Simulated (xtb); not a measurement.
In(CF3)(OH)2 (CH2F3InO2), SMILES [C]([In]([OH])[OH])(F)(F)F. All values are semi-empirical tight-binding results from xtb (GFN2-xTB unless named), good for trends rather than for accurate numbers. Geometry: GFN2-xTB. Other conformers were not sampled.

For metal compounds this method's bond lengths and energies can be far off.

The orbital gap is 3.13 eV and the zero-point energy is 22.2 kcal/mol. The G − E(el) at 298.15 K (modified RRHO) is -1.2 kcal/mol.
